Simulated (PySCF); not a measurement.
PySCF job for CF₃, SMILES F[C](F)F (connectivity only; charge and spin as stated), charge +1, multiplicity 1, ADC(2)/aug-cc-pVDZ. Geometry optimised at B3LYP-D3(BJ)/def2-TZVP. The multiplicity is an assumed one; other spin states were not compared. The isomer is the one that the SMILES or the coordinates give; other isomers of the formula were not compared.

```python
import numpy as np
from pyscf import gto, scf, dft, adc

mol = gto.M(
    atom='''
    F    -1.23568960    0.00000000    0.00000000
    C     0.00000000    0.00000000    0.00000000
    F     0.61784480   -1.07013859    0.00000000
    F     0.61784480    1.07013859    0.00000000
    ''',
    basis='aug-cc-pVDZ',
    charge=1,
    spin=0,
    max_memory=1600,
    verbose=4,
)
mf = scf.RHF(mol)
mf.conv_tol = 1e-10
mf.max_cycle = 100
mf.kernel()
res = {}
for kind, nroots in (('ee', 6), ('ip', 6), ('ea', 2)):
    a = adc.ADC(mf).density_fit('aug-cc-pvdz-ri')
    a.method, a.method_type = 'adc(2)', kind
    e, v, p, x = a.kernel(nroots=nroots)
    res[kind] = (e * 27.211386245988, p)
a = adc.ADC(mf).density_fit('aug-cc-pvdz-ri')
a.method, a.method_type, a.ncvs = 'adc(2)-x', 'ip', 4
e, v, p, x = a.kernel(nroots=4)
res['core ip, CVS-ADC(2)-x'] = (e * 27.211386245988, p)
for kind, (e, p) in res.items():
    print(kind, 'energies / eV', np.round(e, 3), 'strengths', np.round(p, 4))
```

Log of the run:

```
PySCF version 2.14.0

[INPUT] verbose = 4
[INPUT] num. atoms = 4
[INPUT] num. electrons = 32
[INPUT] charge = 1
[INPUT] spin (= nelec alpha-beta = 2S) = 0
[INPUT] symmetry False subgroup None
[INPUT] Mole.unit = angstrom
[INPUT] Symbol           X                Y                Z      unit          X                Y                Z       unit  Magmom
[INPUT]  1 F     -1.235689600000   0.000000000000   0.000000000000 AA   -2.335114918973   0.000000000000   0.000000000000 Bohr   0.0
[INPUT]  2 C      0.000000000000   0.000000000000   0.000000000000 AA    0.000000000000   0.000000000000   0.000000000000 Bohr   0.0
[INPUT]  3 F      0.617844800000  -1.070138590000   0.000000000000 AA    1.167557459487  -2.022268850428   0.000000000000 Bohr   0.0
[INPUT]  4 F      0.617844800000   1.070138590000   0.000000000000 AA    1.167557459487   2.022268850428   0.000000000000 Bohr   0.0

nuclear repulsion = 129.456632828346
number of shells = 32
number of NR pGTOs = 140
number of NR cGTOs = 92
basis = aug-cc-pVDZ
ecp = {}


[settings echo left out]
init E= -337.281949516936
  HOMO = -0.612599325215017  LUMO = 0.0518571715228981  gap/eV = 18.08078
cycle= 1 E= -335.628652296068  delta_E= 1.65  |g|= 1.01  |ddm|= 1.87
  HOMO = -1.06212764545795  LUMO = -0.387734081568122  gap/eV = 18.35118
cycle= 2 E= -335.800590312929  delta_E= -0.172  |g|= 0.511  |ddm|= 0.943
  HOMO = -1.05094482347989  LUMO = -0.231339035125711  gap/eV = 22.30261
cycle= 3 E= -335.841688130014  delta_E= -0.0411  |g|= 0.091  |ddm|= 0.324
  HOMO = -1.02553241752202  LUMO = -0.209420735476528  gap/eV = 22.20753
cycle= 4 E= -335.842950783492  delta_E= -0.00126  |g|= 0.0161  |ddm|= 0.0541
  HOMO = -1.0279793658823  LUMO = -0.207675817038014  gap/eV = 22.32160
cycle= 5 E= -335.843056939718  delta_E= -0.000106  |g|= 0.00329  |ddm|= 0.0206
  HOMO = -1.02862318652444  LUMO = -0.208108932170824  gap/eV = 22.32733
cycle= 6 E= -335.843062430923  delta_E= -5.49e-06  |g|= 0.000575  |ddm|= 0.00485
  HOMO = -1.02865207365586  LUMO = -0.207986397298365  gap/eV = 22.33145
cycle= 7 E= -335.84306262337  delta_E= -1.92e-07  |g|= 0.000104  |ddm|= 0.000962
  HOMO = -1.02864236568807  LUMO = -0.207996484737318  gap/eV = 22.33091
cycle= 8 E= -335.843062629665  delta_E= -6.29e-09  |g|= 2.27e-05  |ddm|= 0.000153
  HOMO = -1.02863813313315  LUMO = -0.207996545372921  gap/eV = 22.33080
cycle= 9 E= -335.843062629897  delta_E= -2.33e-10  |g|= 3.89e-06  |ddm|= 2.85e-05
  HOMO = -1.02863756112308  LUMO = -0.207996651532556  gap/eV = 22.33078
cycle= 10 E= -335.843062629903  delta_E= -6.03e-12  |g|= 3.5e-07  |ddm|= 5.43e-06
  HOMO = -1.02863754291217  LUMO = -0.207996686013027  gap/eV = 22.33078
Extra cycle  E= -335.843062629905  delta_E= -1.36e-12  |g|= 1.09e-07  |ddm|= 3.82e-07
converged SCF energy = -335.843062629905

******** <class 'pyscf.adc.radc.RADC'> ********
******** ADC Orbital Information ********
Number of Frozen Occupied Orbitals: 0
Number of Frozen Virtual Orbitals: 0
Number of Active Occupied Orbitals: 16
Number of Active Virtual Orbitals: 76
*****************************************
******** <class 'pyscf.df.df.DF'> ********
auxbasis = aug-cc-pvdz-ri
Reference correlation energy (doubles): -0.72559207
MP2 correlation energy of reference state (a.u.) = -0.72559207

******** <class 'pyscf.adc.radc_ee.RADCEE'> ********
max_space = 12
max_cycle = 50
conv_tol = 1e-08

*************************************************************
        ADC calculation summary (singlet states only)
*************************************************************
adc(2) root 0  |  Energy (Eh) =   0.3214132874  |  Energy (eV) =   8.74610104  |  Osc. strength = 0.00000000  |  conv = True
adc(2) root 1  |  Energy (Eh) =   0.3782324619  |  Energy (eV) =  10.29222953  |  Osc. strength = 0.00000000  |  conv = True
adc(2) root 2  |  Energy (Eh) =   0.3782324628  |  Energy (eV) =  10.29222955  |  Osc. strength = 0.00000000  |  conv = True
adc(2) root 3  |  Energy (Eh) =   0.3877245878  |  Energy (eV) =  10.55052343  |  Osc. strength = 0.19408275  |  conv = True
adc(2) root 4  |  Energy (Eh) =   0.3877245902  |  Energy (eV) =  10.55052349  |  Osc. strength = 0.19408270  |  conv = True
adc(2) root 5  |  Energy (Eh) =   0.4800519634  |  Energy (eV) =  13.06287929  |  Osc. strength = 0.00000000  |  conv = True

******** <class 'pyscf.adc.radc.RADC'> ********
******** ADC Orbital Information ********
Number of Frozen Occupied Orbitals: 0
Number of Frozen Virtual Orbitals: 0
Number of Active Occupied Orbitals: 16
Number of Active Virtual Orbitals: 76
*****************************************
******** <class 'pyscf.df.df.DF'> ********
auxbasis = aug-cc-pvdz-ri
Reference correlation energy (doubles): -0.72559207
MP2 correlation energy of reference state (a.u.) = -0.72559207

******** <class 'pyscf.adc.radc_ip.RADCIP'> ********
max_space = 12
max_cycle = 50
conv_tol = 1e-08

*************************************************************
        ADC calculation summary (doublet states only)
*************************************************************
adc(2) root 0  |  Energy (Eh) =   0.8843528960  |  Energy (eV) =  24.06446803  |  Spec. factor = 1.76438639  |  conv = True
adc(2) root 1  |  Energy (Eh) =   0.9321299287  |  Energy (eV) =  25.36454731  |  Spec. factor = 1.77640385  |  conv = True
adc(2) root 2  |  Energy (Eh) =   0.9321299298  |  Energy (eV) =  25.36454734  |  Spec. factor = 1.77640385  |  conv = True
adc(2) root 3  |  Energy (Eh) =   0.9429807665  |  Energy (eV) =  25.65981365  |  Spec. factor = 1.76933669  |  conv = True
adc(2) root 4  |  Energy (Eh) =   0.9429807677  |  Energy (eV) =  25.65981368  |  Spec. factor = 1.76933670  |  conv = True
adc(2) root 5  |  Energy (Eh) =   1.0771136235  |  Energy (eV) =  29.30975460  |  Spec. factor = 1.78522921  |  conv = True

******** <class 'pyscf.adc.radc.RADC'> ********
******** ADC Orbital Information ********
Number of Frozen Occupied Orbitals: 0
Number of Frozen Virtual Orbitals: 0
Number of Active Occupied Orbitals: 16
Number of Active Virtual Orbitals: 76
*****************************************
******** <class 'pyscf.df.df.DF'> ********
auxbasis = aug-cc-pvdz-ri
Reference correlation energy (doubles): -0.72559207
MP2 correlation energy of reference state (a.u.) = -0.72559207

******** <class 'pyscf.adc.radc_ea.RADCEA'> ********
max_space = 12
max_cycle = 50
conv_tol = 1e-08

*************************************************************
        ADC calculation summary (doublet states only)
*************************************************************
adc(2) root 0  |  Energy (Eh) =  -0.2684179449  |  Energy (eV) =  -7.30402431  |  Spec. factor = 1.86506629  |  conv = True
adc(2) root 1  |  Energy (Eh) =  -0.1683374726  |  Energy (eV) =  -4.58069595  |  Spec. factor = 1.94507388  |  conv = True

******** <class 'pyscf.adc.radc.RADC'> ********
******** ADC Orbital Information ********
Number of Frozen Occupied Orbitals: 0
Number of Frozen Virtual Orbitals: 0
Number of Active Occupied Orbitals: 16
Number of Active Virtual Orbitals: 76
*****************************************
******** <class 'pyscf.df.df.DF'> ********
auxbasis = aug-cc-pvdz-ri
Reference correlation energy (doubles): -0.72559207
MP2 correlation energy of reference state (a.u.) = -0.72559207

******** <class 'pyscf.adc.radc_ip_cvs.RADCIPCVS'> ********
max_space = 12
max_cycle = 50
conv_tol = 1e-08

*************************************************************
        ADC calculation summary (doublet states only)
*************************************************************
adc(2)-x root 0  |  Energy (Eh) =  11.5212726465  |  Energy (eV) = 313.50979743  |  Spec. factor = 1.56616289  |  conv = True
adc(2)-x root 1  |  Energy (Eh) =  11.9351485966  |  Energy (eV) = 324.77193567  |  Spec. factor = 0.00000000  |  conv = True
adc(2)-x root 2  |  Energy (Eh) =  11.9763194333  |  Energy (eV) = 325.89225120  |  Spec. factor = 0.00000013  |  conv = True
adc(2)-x root 3  |  Energy (Eh) =  12.0073561346  |  Energy (eV) = 326.73680286  |  Spec. factor = 0.00000013  |  conv = True
ee energies / eV [ 8.746 10.292 10.292 10.551 10.551 13.063] strengths [0.     0.     0.     0.1941 0.1941 0.    ]
ip energies / eV [24.064 25.365 25.365 25.66  25.66  29.31 ] strengths [1.7644 1.7764 1.7764 1.7693 1.7693 1.7852]
ea energies / eV [-7.304 -4.581] strengths [1.8651 1.9451]
core ip, CVS-ADC(2)-x energies / eV [313.51  324.772 325.892 326.737] strengths [1.5662 0.     0.     0.    ]
```

Self-consistency was reached.
